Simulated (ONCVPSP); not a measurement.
Which change was made? (Pt, ONCV)

ONCVPSP 4.0.1 input, shortened (lines: element, Z, core and valence counts, functional; n l f; lmax; l rc ep ncon nbas qcut; lloc lpopt rc5 dvloc0; l nproj debl; icmod fcfact rcfact), BLYP, non-relativistic:

```
  Pt 78.00   10    4  -106131      upf
    1    0    2.00
    2    0    2.00
    2    1    6.00
    3    0    2.00
    3    1    6.00
    3    2   10.00
    4    0    2.00
    4    1    6.00
    4    2   10.00
    4    3   14.00
    5    0    2.00
    5    1    6.00
    5    2    9.00
    6    1    1.00
    2
    0    1.65    0.00    4    9    8.10
    1    2.10    0.00    4    8    6.80
    2    1.40    0.00    4    8    5.70
    4    5    1.05    0.00
    0    3    1.30
    1    3    1.50
    2    2    0.50
    2    0.45    1.15
```

In the s channel the program set the typed energies aside and used -2.999, 0.250, 1.550 Ha.

Cutoffs, loose and tight: the cutoffs (Ha) at which the residual kinetic energy of the hardest occupied pseudo-wave falls to 1 and 0.1 mHa per electron. They do not see the model core or the augmentation charge, which bear on the density cutoff. Test errors are all-electron minus pseudo excitation energies from the reference, over the configurations 5s2 5p6 5d9 6s1 6p0; 5s2 5p6 5d9 6p0; 5s2 5p6 5d8 6p0; 5s2 5p6 5d8 6s1 6p0; variants that change the core or the reference have their own tests.

The base gives: outcome: generated, projector energies reset by the program; cutoff, loose: 23 Ha; cutoff, tight: 57 Ha; bound ghosts: none; GHOST(+) flags above zero: s; largest test error (meV): +0.8.

**Question.** After one change the result is: outcome: generated, projector energies reset by the program; cutoff, loose: 26 Ha; cutoff, tight: 34 Ha; bound ghosts: s; GHOST(+) flags above zero: p; largest test error (meV): +0.6. Which change was it?
A. scalar-relativistic; s: rc 1.4, qcut 9.5
B. all radii but the core radius scaled by about 0.87 (s 1.44, p 1.84, d 1.22 bohr); local potential polynomial inside 0.92 bohr (lpopt 5, dvloc0 0 Ha)
C. s: qcut 6.9; p: qcut 5.8; d: qcut 4.8

**Answer.** B. The others give: s: qcut 6.9; p: qcut 5.8; d: qcut 4.8 → outcome: generated, projector energies reset by the program; cutoff, loose: 57 Ha; cutoff, tight: 111 Ha; bound ghosts: d; GHOST(+) flags above zero: s, p; largest test error (meV): -1.8 | scalar-relativistic; s: rc 1.4, qcut 9.5 → outcome: generated, projector energies reset by the program; cutoff, loose: 32 Ha; cutoff, tight: 58 Ha; bound ghosts: none; GHOST(+) flags above zero: s; largest test error (meV): -3.9.
